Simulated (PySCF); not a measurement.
Question: Give a PBE0-D3(BJ)/def2-SVP geometry of InChI=1S/C2H9NO2Si/c1-3(2)6(4)5/h4-6H,1-2H3.

Answer: 
Z-matrix in Å and degrees, rows numbered from 1:
```
C 
N   1  1.4408
C   2  1.4409  1  114.71
Si  2  1.7184  1  121.17  3  -170.49
O   4  1.6633  2  104.42  1  -161.57
O   4  1.6606  2  109.04  1   -38.87
H   1  1.1083  2  112.46  3    60.60
H   1  1.0999  2  110.44  3  -178.90
H   1  1.1073  2  111.30  3   -59.49
H   3  1.1068  2  111.03  1    59.53
H   3  1.0982  2  110.17  1   178.65
H   3  1.1083  2  112.28  1   -60.36
H   4  1.4892  2  118.10  1    77.51
H   5  0.9613  4  115.12  2  -156.54
H   6  0.9629  4  114.66  2   -51.35
```

N2 (silicon-bound nitrogen) is almost planar (angles 123.4°, 121.2° and 114.7°, sum 359.3°, 0.08 Å off the plane of its three neighbours). Si4 (oxygen-bound silicon) is distorted tetrahedral (angles from 102.5° to 118.1°). Of the pairs four or more bonds apart, O5···H11 is among the closest relative to their van der Waals radii: 2.45 Å, 90 % of the sum of Bondi's values.

Method used: PBE0-D3(BJ)/def2-SVP geometry optimisation, gas phase in PySCF 2.14.0.

No PBE0-D3(BJ)/def2-SVP frequencies stand behind this structure, so it isn't proved a minimum. One conformer, not necessarily the lowest (C1–N2–Si4–O5 -162°, N2–Si4–O5–H -157°, N2–Si4–O6–H -51°).

On one thread, AMD EPYC (x86_64), on a shared host, this took 3.8 min and 0.58 GiB of memory at its peak. That covers the optimisation of the geometry.
